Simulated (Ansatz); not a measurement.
Ideal-gas functions of CH$_{3}$F$_{2}$InSe, SMILES `C[Se][In]([F])[F]` at 600 K and 1 bar, from an Ansatz frequency run at PBE0-D4/def2-TZVP.

Molar mass 246.81 g/mol, point group Cs (symmetry number 1), electronic degeneracy 1, moments of inertia 144.552, 496.466, 637.794 u Å². Harmonic wavenumbers (cm⁻¹, unscaled): 39, 58, 74, 122, 136, 155, 256, 591, 597, 606, 921, 933, 1315, 1460, 1466, 3090, 3188, 3205.

Use S(trans) = R[1.5 ln M + 2.5 ln T − 1.1517]; rotational temperatures θ = 24.2544 K / I; S(rot) = R[ln(√π/σ · √(T³/θAθBθC)) + 1.5]; for each mode x = 1.438777 ν̃/T, S = R[x/(eˣ − 1) − ln(1 − e⁻ˣ)] and H = RT x/(eˣ − 1); 1 cm⁻¹ = 0.0119627 kJ/mol; R = 8.31446 J/(mol·K).

By hand: the entropy, in J/(mol·K).

Translation 192.1. Rotation: θ = 0.1678, 0.0489, 0.038 K, giving 130.6. Vibration, mode by mode: 28.02, 24.72, 22.70, 18.56, 17.67, 16.59, 12.50, 6.08, 6.01, 5.90, 3.23, 3.16, 1.53, 1.16, 1.15, 0.04, 0.03, 0.03, in all 169.1. Electronic 0.0. Sum 491.8 J/(mol·K).

By hand: H − E and G − E in kJ/mol, counted from the electronic energy.

Zero-point energy ½ × 18212 × 0.0119627 = 108.9; thermal vibration 41.5; translation, rotation and pV give 4 RT = 20.0. H − E = 170.4 kJ/mol, and G − E = 170.4 − 600 × 491.8/1000 = -124.7 kJ/mol.

Vibration gives 34 % of the entropy, 111.7 J/(mol·K) of it from the modes under 150 cm⁻¹: soft modes count most, and the harmonic formula is weakest for them. The sum counts one conformer and one mirror image; others add a mixing term.
